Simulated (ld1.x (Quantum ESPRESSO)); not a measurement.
What one change does to a pseudopotential (tin, TM)

Sn (Z = 50), norm-conserving Troullier–Martins (Kleinman–Bylander form), made with ld1.x (Quantum ESPRESSO) 7.5 (PBEsol, fully relativistic). Core [Kr] 4d10, reference 5s2 5p2. Waves: 5s (bound): rc 1.45 bohr; 5p (bound): rc 1.80 bohr; 5d channel at 0.35 Ry: rc 1.95 bohr. Local part: all-electron potential smoothed inside 1.25 bohr (lloc = -1). Core correction: none.

Open shells are filled in proportion to 2j + 1 (rel_dist='average').

Change: wave 5s (bound): rc 1.45 bohr becomes 5s (bound): rc 1.24 bohr.

Cutoffs: the cutoffs (Ry, on a coarse ladder) from which the occupation-weighted sum of valence levels, in a spherical-Bessel basis at the reference potential, stays within 10 and 1 mRy of its value at 400 Ry; they do not see the model core or the augmentation charge, which bear on the density cutoff. Errors are all-electron minus pseudo energies relative to the spin-unpolarised reference configuration.

Q: How do hardness, ghosts and transferability respond?

A: Both files keep a bound ghost (d, p, s); of the 7 tests that both files solve, the error grows in 2 and shrinks in 1 by more than 15 % and 0.3 meV (median size 6.1 → 6.6 meV).

| quantity | base | changed |
| --- | --- | --- |
| cutoff, loose | 45 Ry | 180 Ry |
| cutoff, tight | 160 Ry | over 300 Ry |
| loose cutoff by channel (10 mRy a level) | s 40 Ry, p 30 Ry | s 160 Ry, p 30 Ry |
| bound ghosts | d3/2, d5/2, s, p3/2, p1/2 | d3/2, d5/2, s, p3/2, p1/2 |
| error for 5s2 5p1, meV [ΔE 6.91 eV] | -6.1 | -6.6 |
| error for 5s2 5p0, meV [ΔE 20.90 eV] | -21 | -26 |
| error for 5s1 5p0, meV [ΔE 51.91 eV] | +9.3 | -18 |
| error for 5s2 5p1.5, meV [ΔE 2.63 eV] | -1.3 | -1.3 |
| error for 5s1 5p3, meV [ΔE 6.99 eV] | +19 | +18 |
| error for 5s1 5p2, meV [ΔE 14.58 eV] | +4.4 | -1.3 |
| error for 5s2 5p2.3, meV [ΔE -0.86 eV] | -0.3 | -0.3 |
| s: phases at 2.16 bohr within 0.05 rad from the reference energy up to (Ry; the scan ends near 5) | 4.1 | to the end of the scan |
| p1/2: phases at 2.16 bohr within 0.05 rad from the reference energy up to (Ry; the scan ends near 5) | to the end of the scan | to the end of the scan |
| p3/2: phases at 2.16 bohr within 0.05 rad from the reference energy up to (Ry; the scan ends near 5) | to the end of the scan | to the end of the scan |
| d3/2: phases at 2.16 bohr within 0.05 rad from the reference energy up to (Ry; the scan ends near 5) | 0.6 | 0.6 |
| d5/2: phases at 2.16 bohr within 0.05 rad from the reference energy up to (Ry; the scan ends near 5) | 0.5 | 0.5 |

 A true bound ghost makes a file unfit for plane-wave use even where its test errors are small: the radial tests pick states by their node count and pass the ghost by.
